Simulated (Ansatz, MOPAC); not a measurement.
Molecule: C₂HF₂ (charge -1, singlet). SMILES: F/[C-]=C/F

Atoms: F1, C2, C3, F4, H5. Bonds: F1-C2, C2-C3, C3-F4, C3-H5.

Bond lengths (Å) and angles (degrees) optimised at PM3 with MOPAC; PM7 with MOPAC; HF/3-21G with Ansatz (an electronic-structure program); PBE/6-31G* with Ansatz, each started from the B3LYP-D3(BJ)/def2-TZVP structure (Ansatz) of the last column. A row stands for all coordinates that are equal there; 7 of 8 kinds are shown. 6-31G* holds six Cartesian d functions. No wavenumbers were computed at PBE/6-31G*, so these may be saddle points.

```csv
coordinate,PM3,PM7,HF/3-21G,PBE/6-31G*,B3LYP-D3(BJ)/def2-TZVP
F1-C2,1.346,1.340,1.468,1.475,1.457
C2-C3,1.357,1.356,1.332,1.359,1.335
C3-F4,1.353,1.346,1.412,1.412,1.401
C3-H5,1.090,1.071,1.073,1.110,1.089
F1-C2-C3,115.1,113.9,104.6,104.4,106.0
C2-C3-F4,119.5,116.4,120.2,120.0,120.1
C2-C3-H5,130.3,131.4,128.7,130.7,129.9
```

Mean signed difference of all 4 bond lengths from B3LYP-D3(BJ)/def2-TZVP: PM3 -0.034 Å, PM7 -0.042 Å, HF/3-21G 0.000 Å, PBE/6-31G* 0.018 Å.
